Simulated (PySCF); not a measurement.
From one molecule to another.

First species: trans-Si(H2O)2Cl4.
SMILES: `O->[Si](<-O)(Cl)(Cl)(Cl)Cl`

Second species: C₄H₁₂BF₂N.
Bonds: B1–N2, N2–C3, N2–C4, N2–C5, C5–C6, C6–F7, C6–F8. Hydrogens: H9, H10, H11 on B1; H12, H13, H14 on C3; H15, H16, H17 on C4; H18, H19 on C5; H20 on C6.

Levels: wB97X-D/def2-SVPD for HOMO energy, LUMO energy, HOMO–LUMO gap and static isotropic polarisability; TDDFT wB97X-D/def2-SVPD for lowest singlet excitation; TDA wB97X-D/def2-SVPD for lowest triplet excitation (Tamm–Dancoff); ΔSCF wB97X-D/def2-SVPD for vertical ionisation energy. Geometries: PBE0-D3(BJ)/def2-SVP. Each structure is a single optimised conformer of the isolated species, non-relativistic unless stated; the electronic structure was computed with PySCF and density fitting.

Dipoles, sizes and rotational constants follow the conformer. The torsions of the flexible species, by atom-mapped SMILES:
- `[BH3-:1][N+:2]([CH3:3])([CH3:4])[CH2:5][CH:6]([F:7])[F:8]`: B1–N2–C5–C6 50°, N2–C5–C6–F7 67°

| property | column X | column Y |
| --- | --- | --- |
| HOMO energy | -9.60 eV | -9.90 eV |
| LUMO energy | 0.58 eV | 1.91 eV |
| HOMO–LUMO gap | 10.18 eV | 11.81 eV |
| lowest singlet excitation | 5.77 eV | 7.98 eV |
| lowest triplet excitation (Tamm–Dancoff) | 5.46 eV | 7.86 eV |
| static isotropic polarisability | 93.2 au | 77.0 au |
| vertical ionisation energy | 9.93 eV | 10.41 eV |

**Question.** Which column belongs to which species?

**Answer.** Column X is the first species and column Y the second. The first has 11 atoms and 102 electrons, the second 20 and 66.

**Question.** How does each property change from the first species to the second?

**Answer.** HOMO energy -0.30 eV; LUMO energy +1.33 eV; HOMO–LUMO gap +1.63 eV; lowest singlet excitation +2.21 eV; lowest triplet excitation (Tamm–Dancoff) +2.40 eV; static isotropic polarisability -16.2 au; vertical ionisation energy +0.48 eV.

On the first: The ΔSCF ionisation energy exceeds −ε(HOMO) by 0.33 eV with wB97X-D. The vertical singlet–triplet gap S1 − T1 is 0.31 eV (TDDFT singlet less Tamm–Dancoff triplet; S1: HOMO→LUMO, weight 0.70; T1: HOMO→LUMO, weight 0.67).

On the second: The ΔSCF ionisation energy exceeds −ε(HOMO) by 0.51 eV with wB97X-D. No computed singlet falls in the visible range (750 to 380 nm, 1.65 to 3.26 eV); S1 lies 4.72 eV above its blue end.
